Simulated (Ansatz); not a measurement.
A nudged elastic band was laid between two geometries of CH2BFN (6 atoms, charge -1, multiplicity 1).

Theory: RKS B3LYP/def2-SVP in Ansatz 0.2.0.

```
movable images  : 5
climbing image  : yes
spring          : 5.0 eV/Å²
optimiser       : quadratic models (default)
start path      : through a guess of the saddle point
force threshold : 0.05 eV/Å
iteration limit : 60
end points      : relaxed
```

Image 0:

```xyz
6
Properties=species:S:1:pos:R:3
C 0.263 1.231 -1.139
N 0.126 0.315 -0.266
B 0.126 -0.644 0.692
F 0.246 -2.001 0.381
H -0.780 1.497 -1.556
H 0.018 -0.399 1.888
```

Image 6:

```xyz
6
Properties=species:S:1:pos:R:3
C 0.038 0.960 -1.079
N 0.025 0.063 -0.112
B 0.729 -1.328 -0.066
F 0.321 -1.762 1.193
H -0.602 1.820 -0.702
H -0.511 0.248 0.766
```

(1) Which bonds break or form, and what moves?

(2) What energy profile does the band end with?

(3) What is the geometry of the highest image?

Answers

(1) Bonds broken: B3–H6. Bonds formed: N2–H6.

(2) The run converged. The highest image is number 3 of 0 to 6, 77.5 kcal/mol above the first end and 13.5 kcal/mol above the last; the last end lies 64.0 kcal/mol above the first. Neighbouring images differ by up to 1.7 eV, so the band resolves the path poorly. A vibrational analysis at the climbing image gives one clearly imaginary mode, 1209i cm⁻¹: a first-order saddle point. The orbitals stay closed-shell, which can raise the energy where a bond breaks towards radicals; this wasn't checked here. Limits of this set-up: an anion without diffuse functions, the dipole of an ion depends on the origin.

```
image  path coordinate (Å)  energy (kcal/mol)  B3–H6 (Å)  N2–H6 (Å)
    0                 0.00                0.0       1.23       2.27
    1                 0.58                5.8       1.21       2.15
    2                 1.16               37.5       1.25       1.76
    3                 1.73               77.5       1.53       1.23
    4                 2.26               67.4       2.07       1.05
    5                 2.78               65.0       2.17       1.04
    6                 3.30               64.0       2.17       1.05
```

(3) 
```xyz
6
Properties=species:S:1:pos:R:3:forces:R:3
C 0.156 1.024 -1.072 0.00 0.01 -0.01
N 0.181 0.138 -0.140 0.03 -0.04 0.02
B 0.669 -0.861 0.801 -0.02 0.02 -0.01
F 0.210 -2.126 0.468 0.00 -0.01 0.00
H -0.782 1.635 -0.986 -0.01 0.00 0.01
H -0.434 0.190 0.929 0.00 0.01 0.00
```

Time of the run: 120 s on 1 thread of Arm Neoverse V1 (shared host), peak memory 0.12 GiB.
